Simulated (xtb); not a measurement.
Al(F)(I)(Me) (CH₃AlFI), SMILES [F][Al]([CH3])[I]. All values are semi-empirical tight-binding results from xtb (GFN2-xTB unless named), good for trends rather than for accurate numbers. Geometry: GFN2-xTB.

Optimised geometry:

Bonded distances (Å): Al1–F2 1.649, Al1–I3 2.518, Al1–C4 1.975, C4–H5 1.093, C4–H6 1.093, C4–H7 1.094. Bond angles (°): F2–Al1–I3 116.2, F2–Al1–C4 119.9, I3–Al1–C4 123.9, Al1–C4–H5 112.1, Al1–C4–H6 112.1, Al1–C4–H7 110.8, H5–C4–H6 106.3, H5–C4–H7 107.9, H6–C4–H7 107.4.

For metal compounds this method's bond lengths and energies can be far off.

Estimate the properties. (Estimate from the structure and the level; the computed values follow.)


```yaml
orbital_gap: 4.33 eV
zero_point_energy: 23.6 kcal/mol
G − E(el) at 298.15 K (modified RRHO): 3.0 kcal/mol
```

Computed atomic charges and the Wiberg bond orders between heavy atoms:
charges (e) Al1 0.41, F2 -0.26, I3 -0.15, C4 -0.21, H5 0.07, H6 0.07, H7 0.08. Bond orders Al1–F2 1.24, Al1–I3 1.24, Al1–C4 1.05.
